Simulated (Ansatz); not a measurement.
One geometry of the cluster Ge₃Te₇, several levels of theory.

```yaml
crystal:
  periodic: [false, false, false]
  atoms:
    - {symbol: Ge, position_ang: [0.226831, -1.399255, -0.125601]}
    - {symbol: Ge, position_ang: [-3.863545, -1.305740, 0.390642]}
    - {symbol: Ge, position_ang: [1.426451, 1.902214, -0.019029]}
    - {symbol: Te, position_ang: [-3.120868, 0.782128, -0.900459]}
    - {symbol: Te, position_ang: [1.580114, -0.097035, 1.778913]}
    - {symbol: Te, position_ang: [0.488408, 2.897133, 2.078928]}
    - {symbol: Te, position_ang: [2.543992, -2.390819, -0.028153]}
    - {symbol: Te, position_ang: [2.857969, 1.752993, -2.031099]}
    - {symbol: Te, position_ang: [-0.359180, 0.709519, -1.742794]}
    - {symbol: Te, position_ang: [-1.780171, -2.851159, 0.598651]}
basis:
  gaussian: {orbitals: def2-SVP, initial_orbitals: start.molden}
hamiltonian: {xc: r2scan, dispersion: d4}
scf: {omitted_lower_state_checks: [starts]}
output: {orbitals: {seedname: orbitals}}
```

The file start.molden holds the orbitals of an earlier run on this structure, at another level or in another basis.

```sh
$ ansatz run in.yaml --threads 4 --pin off --events-out ev --progress --plain --max-ram 6963MiB
```

It prints (some lines left out):

```
Functional definition: r2SCAN
3293 factors; their error is unknown
mean field evaluation 1: about -220613.4393 eV, gradient 8.0e0 eV
mean field evaluation 2: about -220613.6061 eV, gradient 1.8e-1 eV
mean field evaluation 4: about -220613.5024 eV, gradient 1.3e-3 eV
mean field -220613.50242289 eV, -8107.3966768384 hartree, gradient 1.8e-5 eV, S^2 0.000000; 0 other end points of the search recorded, 0 dependent functions left out
reference -220613.50243534 eV, -8107.3966772961 hartree; 132, 132 occupied and 146, 146 virtual orbitals, 3293 factors
Total energy: -220613.79707641 eV, -8107.4075051555 hartree
Checks for a lower state left out: starts
```

It took 24 s on 4 threads of Arm Neoverse V2 on a shared host, peak host memory 0.88 GiB.

The first input with `hamiltonian: {xc: pbe0, dispersion: d4}` (abridged; 28 s):

```
Functional definition: PBE0
mean field -220574.33050524 eV, -8105.9571354166 hartree, gradient 2.7e-5 eV, S^2 0.000000
Total energy: -220575.50242568 eV, -8106.0002026984 hartree
Checks for a lower state left out: starts
```

The first input with `hamiltonian: {xc: pbe, dispersion: d4}`, `output: {forces: true, orbitals: {seedname: orbitals}}` (abridged; 12 s):

```
Functional definition: PBE
mean field -220567.60508502 eV, -8105.7099807819 hartree, gradient 1.1e-5 eV, S^2 0.000000
Total energy: -220568.89834900 eV, -8105.7575073566 hartree
Atom 0 force     0.010939     0.003381    -0.001072 eV/Å
Atom 1 force    -0.006646    -0.003970     0.008809 eV/Å
Atom 2 force     0.004362     0.008573     0.009485 eV/Å
Atom 3 force     0.017398    -0.022933     0.006738 eV/Å
Atom 4 force    -0.007505     0.001723    -0.004059 eV/Å
Atom 5 force     0.008792     0.003180    -0.010181 eV/Å
Atom 6 force     0.005424    -0.005509    -0.002251 eV/Å
Atom 7 force    -0.009511    -0.003629     0.015325 eV/Å
Atom 8 force    -0.010365    -0.003108    -0.007575 eV/Å
Atom 9 force    -0.012888     0.022292    -0.015220 eV/Å
Dipole moment:    -0.349794    -0.275528     0.076676 e Å
Checks for a lower state left out: starts
```

Geometry: PBE-D4/def2-SVP.

In the def2 sets Te takes a core potential; there is no spin–orbit coupling. Another isomer (singlet) lies 0.76 eV lower at PBE0-D4/def2-SVP; other spin states weren't run for this one.
